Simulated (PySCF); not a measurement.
## Spin-rotation constants: `C[As+](C)(C)[BH2-]C#N`, C4H11AsBN

Molfile (atoms numbered from 1):
```
C4H11AsBN
     RDKit          3D

 18 17  0  0  0  0  0  0  0  0999 V2000
   -0.3676   -0.0480    1.7958 C   0  0  0  0  0  0  0  0  0  0  0  0
   -0.0429   -0.2096   -0.1198 As  0  0  0  0  0  4  0  0  0  0  0  0
   -0.7509    1.4854   -0.7728 C   0  0  0  0  0  0  0  0  0  0  0  0
   -1.4394   -1.4760   -0.6672 C   0  0  0  0  0  0  0  0  0  0  0  0
    1.9512   -0.5101   -0.5954 B   0  0  0  0  0  0  0  0  0  0  0  0
    2.4754    0.7771    0.0941 C   0  0  0  0  0  0  0  0  0  0  0  0
    2.7677    1.7525    0.6297 N   0  0  0  0  0  0  0  0  0  0  0  0
   -0.1221   -0.9840    2.3000 H   0  0  0  0  0  0  0  0  0  0  0  0
   -1.4089    0.2054    1.9967 H   0  0  0  0  0  0  0  0  0  0  0  0
    0.2784    0.7368    2.1916 H   0  0  0  0  0  0  0  0  0  0  0  0
   -0.7435    1.5014   -1.8638 H   0  0  0  0  0  0  0  0  0  0  0  0
   -0.1096    2.2906   -0.4117 H   0  0  0  0  0  0  0  0  0  0  0  0
   -1.7693    1.6472   -0.4185 H   0  0  0  0  0  0  0  0  0  0  0  0
   -1.2284   -2.4606   -0.2492 H   0  0  0  0  0  0  0  0  0  0  0  0
   -1.4543   -1.5608   -1.7542 H   0  0  0  0  0  0  0  0  0  0  0  0
   -2.4165   -1.1418   -0.3211 H   0  0  0  0  0  0  0  0  0  0  0  0
    2.0591   -0.4869   -1.7804 H   0  0  0  0  0  0  0  0  0  0  0  0
    2.3129   -1.5124   -0.0654 H   0  0  0  0  0  0  0  0  0  0  0  0
  1  2  1  0
  2  3  1  0
  2  4  1  0
  2  5  1  0
  5  6  1  0
  6  7  3  0
  1  8  1  0
  1  9  1  0
  1 10  1  0
  3 11  1  0
  3 12  1  0
  3 13  1  0
  4 14  1  0
  4 15  1  0
  4 16  1  0
  5 17  1  0
  5 18  1  0
M  CHG  2   2   1   5  -1
M  END
```

Level of theory: PySCF, GIAO PBE/pcSseg-1 magnetisability, rotational g tensor and spin-rotation constants, non-relativistic, gas phase. Geometry: GFN2-xTB.

The calculation is non-relativistic, which matters for the atoms heavier than Zn.

Give the nuclear spin-rotation constants along the inertial axes (H = +C I·J) beside the isotropic shieldings.

Rotational constants 2.9746, 1.2872, 1.2494 GHz. A star marks the isotopologue with that one atom substituted, in its own axes.
```csv
atom,isotope,Caa (kHz),Cbb (kHz),Ccc (kHz),mean (kHz),σ (ppm)
As2,75As,5.061,2.219,2.140,3.140,1237.5
B5,11B,0.359,0.181,0.154,0.231,138.3
N7,14N,0.415,0.168,0.311,0.298,-66.2
H8,1H,-0.350,-0.105,-0.013,-0.156,30.3
H9,1H,-0.153,-0.064,-0.143,-0.120,30.7
H10,1H,-0.029,-0.101,-0.128,-0.086,29.3
H11,1H,-0.350,-0.106,-0.012,-0.156,30.3
H12,1H,-0.029,-0.100,-0.128,-0.086,29.3
H13,1H,-0.153,-0.064,-0.143,-0.120,30.7
H14,1H,-0.315,-0.097,-0.035,-0.149,30.2
H15,1H,-0.315,-0.098,-0.034,-0.149,30.2
H16,1H,-0.178,-0.042,-0.151,-0.124,30.4
H17,1H,-0.293,-0.074,-0.017,-0.128,29.7
H18,1H,-0.293,-0.073,-0.018,-0.128,29.7
C1,13C*,0.443,0.177,0.166,0.262,169.2
C6,13C*,0.808,0.273,0.590,0.557,52.7
```
For the geometry as given, no vibrational averaging.

How do the rotational constants and the g tensor change when H8, H9, H10, H11, H12, H13, H14, H15, H16, H17, H18 are replaced by deuterium?

Constants 2.3009, 1.1359, 1.1039 GHz; g -0.0022, -0.0068, -0.0112, against -0.0027, -0.0074, -0.0123 before.
